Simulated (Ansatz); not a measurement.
`[BH2][SnH2][NH2]` + `BF` → `[BH2][SnH2][BH]F` + NH₃ at 400 K and 1 bar (formal exchange of groups at the Sn–N bond).

Calculated with Ansatz (gas phase, PBE0-D4/def2-TZVP geometries, no zero-point term in ΔE). CCSD(T)/CBS adds triple-zeta CCSD(T) − MP2 to the extrapolated MP2 energy (def2 sets, frozen cores). This one scheme is used for every species. def2 core potentials past Kr. For Sn outer-core shells are correlated without core-valence functions, which leaves a few kJ/mol of doubt a bond. Each species was taken in one conformer, which may not be the lowest.

```json
{"species": "`[BH2][SnH2][NH2]`", "CCSD(T)/CBS energy (Eh)": "-297.08243", "H − E (kJ/mol)": "183.8", "S (J/(mol·K))": "366.8"}
{"species": "`BF`", "CCSD(T)/CBS energy (Eh)": "-125.82039", "H − E (kJ/mol)": "73.4", "S (J/(mol·K))": "234.2"}
{"species": "`[BH2][SnH2][BH]F`", "CCSD(T)/CBS energy (Eh)": "-366.39319", "H − E (kJ/mol)": "159.6", "S (J/(mol·K))": "401.5"}
{"species": "NH₃", "CCSD(T)/CBS energy (Eh)": "-56.50880", "H − E (kJ/mol)": "104.2", "S (J/(mol·K))": "203.1"}
```

H − E and S are ideal-gas, rigid-rotor, harmonic terms from PBE0-D4/def2-TZVP, for one conformer and one mirror image of each species. 1 Eh = 2625.50 kJ/mol, R = 8.31446 J/(mol·K).

Q: By hand: ΔE, ΔH, ΔS and ΔG.

A: ΔE = (-366.39319) + (-56.50880) − (-297.08243) − (-125.82039) = 0.00083 Eh = 2.2 kJ/mol. Δ(H − E) = 159.6 + 104.2 − 183.8 − 73.4 = 6.6, so ΔH = 8.8 kJ/mol. ΔS = 401.5 + 203.1 − 366.8 − 234.2 = 3.6 J/(mol·K). ΔG = 8.8 − 400 × (3.6)/1000 = 7.4 kJ/mol.

Q: By hand: the equilibrium constant, and the temperature at which ΔG would vanish if ΔH and ΔS stayed fixed.

A: log₁₀ K = −ΔG/(RT ln 10) = -1.0. ΔG = 0 at ΔH/ΔS = 2444 K, though so small a ΔH makes that figure unsure.

The number of gas molecules stays the same, so ΔS is small and ΔH decides. A doubt of 5 kJ/mol in ΔE shifts log₁₀ K by 0.7 here. Other conformers and mirror images would add mixing entropy, several J/(mol·K) or more a flexible species. Modes under 60 cm⁻¹, often nearly free rotors, make the harmonic entropy too high. These are equilibria of isolated gas molecules and say nothing of rates. Largest T1 diagnostic: 0.015 (customary marks: 0.02 for closed shells, 0.045 for open ones).
